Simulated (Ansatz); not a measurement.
C7H5ClO2 (`O=C(O)c1ccc(Cl)cc1`). Charge 0, multiplicity 1.

Cartesian coordinates in Å:
```
O -2.195 1.882 -0.788
C -1.384 1.615 0.060
O -1.258 2.340 1.186
C -0.434 0.485 -0.010
C -0.475 -0.334 -1.134
C 0.389 -1.405 -1.252
C 1.299 -1.652 -0.233
Cl 2.381 -2.986 -0.372
C 1.354 -0.847 0.894
C 0.484 0.223 1.002
H -1.918 3.044 1.128
H -1.197 -0.115 -1.911
H 0.365 -2.048 -2.122
H 2.073 -1.061 1.675
H 0.516 0.860 1.877
```

(1) What are the harmonic wavenumbers in cm⁻¹ at PBE0-D4/def2-TZVP (Ansatz, finite differences of forces, unscaled)? (Estimate.)

(2) Is this a minimum?

(3) Give the ideal-gas thermochemistry at 298.15 K and 1 bar (rigid rotor, harmonic oscillator; point group Cs, symmetry number 1).

(4) Rotational constants (cm⁻¹)?

## Answers

(1) Ansatz gave: 67, 89, 173, 264, 310, 315, 419, 484, 501, 535, 596, 641, 686, 720, 791, 806, 853, 880, 985, 998, 1037, 1123, 1126, 1138, 1190, 1217, 1319, 1365, 1397, 1446, 1534, 1639, 1664, 1826, 3217, 3220, 3230, 3235, 3798.

(2) Yes, all 39 modes are real.

(3) Zero-point energy 280.1 kJ/mol; H(298) − E = 304.4 kJ/mol; entropy 382.7 J/(mol·K), of which translation 171.9, rotation 125.9, vibration 84.9; G(298) − E = 190.2 kJ/mol. Modes under 100 cm⁻¹ are hindered rotations or soft bends, so the harmonic entropy is rough.

(4) 0.1304, 0.01855, 0.01624.
